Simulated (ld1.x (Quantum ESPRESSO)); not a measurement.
# Pb, TM: configuration errors across variants

```json
{
 "Element": "Pb (Z = 82)",
 "Generator": "ld1.x (Quantum ESPRESSO) 7.5",
 "Type": "norm-conserving Troullier–Martins (Kleinman–Bylander form)",
 "Functional": "LDA (PZ)",
 "Relativity": "scalar-relativistic",
 "Frozen core": "[Xe] 4f14 5d10",
 "Valence charge": "4",
 "Reference configuration": "6s2 6p2",
 "Partial waves": "6s (bound): rc 2.10 bohr; 6p (bound): rc 2.25 bohr; 6d channel at 0.05 Ry: rc 2.10 bohr",
 "Local potential": "the d channel",
 "Core correction": "none"
}
```

All-electron excitation energies from the reference (eV): (1) 6s2 6p1 6.833; (2) 6s2 6p0 20.595; (3) 6s1 6p0 53.472; (4) 6s1 6p3 8.821; (5) 6s2 6p1.5 2.610; (6) 6s1 6p2 16.431; (7) 6s0 6p4 18.035; (8) 6s2 6p2 spin -0.452; (9) 6s2 6p1 spin 6.687.

Spin tests fill each open shell by Hund’s rule, majority spin first.

Tests that are not counted but printed errors over 1 eV. “wave 6d channel at 0.05 Ry: rc 2.10 bohr becomes 6d channel at 0.05 Ry: rc 2.72 bohr”: 6s1 6p0 (solver errors, printed error -2.4 eV).

2 further variants failed, have other tests or another functional or relativity, and are left out.

A true bound ghost makes a file unfit for plane-wave use even where its test errors are small: the radial tests pick states by their node count and pass the ghost by. Where a test does run into it, the solver fails or the error is huge.

Errors AE − PS in meV (a dash: test not solved or not reliable):

| change | (1) | (2) | (3) | (4) | (5) | (6) | (7) | (8) | (9) | bound ghosts |
| --- | --- | --- | --- | --- | --- | --- | --- | --- | --- | --- |
| base | +5.1 | +55 | +244 | +16 | +0.5 | +3.6 | +96 | +89 | +43 | s, p |
| wave 6p (bound): rc 2.25 bohr becomes 6p (bound): rc 3.38 bohr | +2.1 | +27 | +179 | +24 | +0.1 | +13 | +122 | +84 | +38 | s, p |
| all radii scaled by about 0.95 (s 2.00, p 2.14, d 2.00 bohr) | +4.9 | +53 | +238 | +18 | +0.5 | +4.5 | +102 | +88 | +42 | s, p |
| core correction a·sin(br)/r model core inside 1.14 bohr | -20 | -128 | -630 | -39 | -3.9 | -97 | -150 | -4.3 | -22 | s, p |
| wave 6d channel at 0.05 Ry: rc 2.10 bohr becomes 6d channel at 0.05 Ry: rc 2.72 bohr | +3.7 | +65 | – | +14 | -0.1 | -6.3 | +87 | +89 | +42 | s, p |
| wave 6s (bound): rc 2.10 bohr becomes 6s (bound): rc 1.94 bohr | +5.1 | +55 | +245 | +17 | +0.5 | +3.8 | +97 | +89 | +43 | s, p |
| local potential the p channel | +8.2 | +70 | +279 | +18 | +1.1 | +12 | +101 | +89 | +46 | d |

Q: Give the same row for: wave 6d channel at 0.05 Ry: rc 2.10 bohr becomes 6d channel at 0.75 Ry: rc 2.10 bohr.

A: +6.5, +63, –, +17, +0.8, +7.1, +98, +89, +44; bound ghosts: s, p. Not counted: 6s1 6p0 (solver errors, printed error +4.7 eV).
